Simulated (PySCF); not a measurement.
Isomers of C8H12SSi.

All values: PBE0/pcSseg-1 (PySCF) at GFN2-xTB geometries, gas phase, one conformer each.

Problem. Rank by dipole moment, highest first.
A. `[CH3:1][C:2](=[S:3])[C:4]1=[CH:5][SiH2:6][CH:7]=[CH:8][CH2:9][CH2:10]1` with C1–C2–C4–C5 -170°, C4–C5–Si6–C7 -45°, C5–Si6–C7–C8 25°, C7–C8–C9–C10 19°, C8–C9–C10–C4 -83°
B. `[CH3:1][C:2](=[S:3])[C:4]1=[CH:5][SiH2:6][CH2:7][CH:8]=[CH:9][CH2:10]1` with C1–C2–C4–C5 20°, C4–C5–Si6–C7 -13°, C5–Si6–C7–C8 -37°, Si6–C7–C8–C9 63°, C8–C9–C10–C4 -84°
C. `[CH3:1][C:2](=[S:3])[CH2:4][C:5]1=[CH:6][SiH2:7][CH:8]=[CH:9][CH2:10]1` with C1–C2–C4–C5 85°, C2–C4–C5–C6 -96°, C5–C6–Si7–C8 -10°, C6–Si7–C8–C9 10°, C8–C9–C10–C5 -14°, C4–C5–C10–C9 -164°

Solution. A (3.44 D), B (2.54 D), C (1.78 D).

All values together:

```tsv
SMILES	μ (D)	HOMO (eV)	LUMO (eV)	lowest IAO charge (e)	highest IAO charge (e)	lowest Hirshfeld charge (e)	highest Hirshfeld charge (e)
CC(=S)C1=C[SiH2][C@H]2C[C@@H]1C2	2.42	-6.26	-2.71	-0.434 (C)	+0.747 (Si)	-0.123 (C)	+0.337 (Si)
CC(=S)C1=C[SiH2]CC=CC1	2.54	-6.36	-2.70	-0.547 (C)	+0.759 (Si)	-0.156 (C)	+0.342 (Si)
CC(=S)CC1=C[SiH2]C=CC1	1.78	-6.33	-2.13	-0.458 (C)	+0.760 (Si)	-0.155 (C)	+0.325 (Si)
CC(=S)C1=C[SiH2]C=CCC1	3.44	-6.23	-2.68	-0.456 (C)	+0.741 (Si)	-0.155 (C)	+0.334 (Si)
```

Conformers: `[CH3:1][C:2](=[S:3])[C:4]1=[CH:5][SiH2:6][C@H:7]2[CH2:8][C@@H:9]1[CH2:10]2` with C1–C2–C4–C5 2°; `[CH3:1][C:2](=[S:3])[C:4]1=[CH:5][SiH2:6][CH2:7][CH:8]=[CH:9][CH2:10]1` with C1–C2–C4–C5 20°, C4–C5–Si6–C7 -13°, C5–Si6–C7–C8 -37°, Si6–C7–C8–C9 63°, C8–C9–C10–C4 -84°; `[CH3:1][C:2](=[S:3])[CH2:4][C:5]1=[CH:6][SiH2:7][CH:8]=[CH:9][CH2:10]1` with C1–C2–C4–C5 85°, C2–C4–C5–C6 -96°, C5–C6–Si7–C8 -10°, C6–Si7–C8–C9 10°, C8–C9–C10–C5 -14°, C4–C5–C10–C9 -164°; `[CH3:1][C:2](=[S:3])[C:4]1=[CH:5][SiH2:6][CH:7]=[CH:8][CH2:9][CH2:10]1` with C1–C2–C4–C5 -170°, C4–C5–Si6–C7 -45°, C5–Si6–C7–C8 25°, C7–C8–C9–C10 19°, C8–C9–C10–C4 -83°.
